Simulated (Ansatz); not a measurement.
Input file for C3HF5O, SMILES `O=C(C(F)F)C(F)(F)F`:

```yaml
crystal:
  periodic: [false, false, false]
  atoms:
    - {symbol: O, position_ang: [0.370167, -1.695226, -0.699959]}
    - {symbol: C, position_ang: [0.141679, -0.613336, -0.265423]}
    - {symbol: C, position_ang: [0.466728, 0.679221, -1.030808]}
    - {symbol: F, position_ang: [1.305201, 0.401416, -2.033285]}
    - {symbol: F, position_ang: [1.056675, 1.558154, -0.190642]}
    - {symbol: C, position_ang: [-0.548647, -0.428873, 1.109913]}
    - {symbol: F, position_ang: [-1.433964, 0.571723, 1.040736]}
    - {symbol: F, position_ang: [-1.183032, -1.530235, 1.466075]}
    - {symbol: F, position_ang: [0.352069, -0.131634, 2.042013]}
    - {symbol: H, position_ang: [-0.443677, 1.137591, -1.435624]}
basis:
  gaussian: {orbitals: def2-SVP}
correlation: {method: ccsd_t}
```

```sh
$ ansatz run in.yaml --threads 8 --pin off --events-out ev --progress --plain --max-ram 18278MiB
```

Output of Ansatz, abridged:

```
Functional definition: HF
1268 factors; integrals over basis functions are off by at most 1.1e-3 eV
mean field evaluation 1: about -18650.6346 eV, gradient 6.2e1 eV
mean field evaluation 2: about -18650.8377 eV, gradient 6.2e1 eV
mean field evaluation 4: about -18658.1011 eV, gradient 5.8e0 eV
mean field evaluation 8: about -18658.2214 eV, gradient 6.1e-1 eV
mean field evaluation 16: about -18658.2243 eV, gradient 1.4e-6 eV
mean field -18658.22427653 eV, -685.6770951637 hartree, gradient 1.4e-6 eV, S^2 0.000000; 0 other end points of the search recorded, 0 dependent functions left out
9 core orbitals not correlated: weight in the atoms' cores, before any rotation towards them, 1.000 or more for the frozen orbitals, at most 0.000 for the correlated occupied ones
reference -18658.22427653 eV, -685.6770951637 hartree; 27, 27 occupied and 95, 95 virtual orbitals, 1268 factors
second order -40.10690412 eV of doubles, -0.00000000 eV of singles
cycle   1  -39.73242576 eV  change    3.7e-1 eV  update   1.4e-1
cycle   2  -40.60368223 eV  change   -8.7e-1 eV  update   4.2e-2
cycle   3  -40.83700282 eV  change   -2.3e-1 eV  update   2.0e-2
cycle   4  -40.82461854 eV  change    1.2e-2 eV  update   4.2e-3
cycle   5  -40.82119501 eV  change    3.4e-3 eV  update   1.9e-3
cycle   6  -40.82263424 eV  change   -1.4e-3 eV  update   6.2e-4
cycle   7  -40.82257805 eV  change    5.6e-5 eV  update   2.7e-4
cycle   8  -40.82227057 eV  change    3.1e-4 eV  update   1.4e-4
cycle   9  -40.82229026 eV  change   -2.0e-5 eV  update   8.6e-5
cycle  10  -40.82235609 eV  change   -6.6e-5 eV  update   4.3e-5
perturbative correction -0.96099354 eV, -0.0353158612 hartree
Total energy: -18700.00762616 eV, -687.2126049410 hartree
```

It took 23 s on 8 threads of an Arm Neoverse V1 on a shared host, with 1.1 GiB of host memory at the peak.

The correlation energy is -41.783 eV, 2.3 % of it from (T); the T1 diagnostic reads 0.0126.
